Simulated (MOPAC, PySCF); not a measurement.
[Zr(NH2)4], neutral singlet in the gas phase. 

Z-matrix (Å, degrees):
```
Zr
N 1 2.0590
H 2 1.0260 1 129.50
H 2 1.0282 3 107.52 1 -173.81
N 1 2.0591 2 109.91 3 106.66
H 5 1.0260 1 129.49 2 12.51
H 5 1.0282 6 107.52 1 173.95
N 1 2.0592 2 109.92 3 -12.75
H 8 1.0260 1 129.45 2 -106.54
H 8 1.0281 9 107.51 1 173.87
N 1 2.0592 2 108.54 3 -133.05
H 11 1.0260 1 129.45 2 -132.95
H 11 1.0281 12 107.51 1 -174.02
```
Charge 0, multiplicity 1.

All levels are single points at this geometry (PBE-D3(BJ)/def2-SVP); Pople sets use spherical d functions. Orbital energies aren't observables, and empty levels follow the basis.

| level | HOMO (eV) | LUMO (eV) | gap (eV) | dipole (D) | vertical IE, Delta-SCF (eV) |
|---|---|---|---|---|---|
| B3LYP-D3(BJ)/def2-TZVP in PySCF | -6.47 | -0.33 | 6.14 | 0.01 | – |
| PBE-D3(BJ)/def2-TZVP in PySCF | -5.34 | -0.84 | 4.50 | 0.01 | – |
| TPSSh-D3(BJ)/def2-TZVP in PySCF | -5.93 | -0.35 | 5.58 | 0.01 | – |
| B3LYP/6-311+G** (LANL2DZ on Zr) in PySCF | -6.55 | -0.54 | 6.00 | 0.01 | – |
| B3LYP/6-31G* (LANL2DZ on Zr) in PySCF | -6.09 | -0.07 | 6.02 | 0.01 | 8.06 |
| B3LYP/LANL2DZ in PySCF | -6.15 | 0.01 | 6.16 | 0.01 | – |
| BP86/6-31G* (LANL2DZ on Zr) in PySCF | -5.05 | -0.78 | 4.28 | 0.01 | – |
| M06-2X/6-31G* (LANL2DZ on Zr) in PySCF | -7.77 | 0.61 | 8.38 | 0.01 | – |
| PBE/6-31G* (LANL2DZ on Zr) in PySCF | -4.95 | -0.67 | 4.28 | 0.01 | – |
| SVWN5/6-31G* (LANL2DZ on Zr) in PySCF | -5.08 | -0.80 | 4.28 | 0.01 | – |
| HF/6-31G* (LANL2DZ on Zr) in PySCF | -9.84 | 1.98 | 11.83 | 0.01 | – |
| PM6 in MOPAC | -8.47 | 1.44 | 9.91 | 0.01 | – |
| PM7 in MOPAC | -7.56 | 3.77 | 11.33 | 0.01 | – |
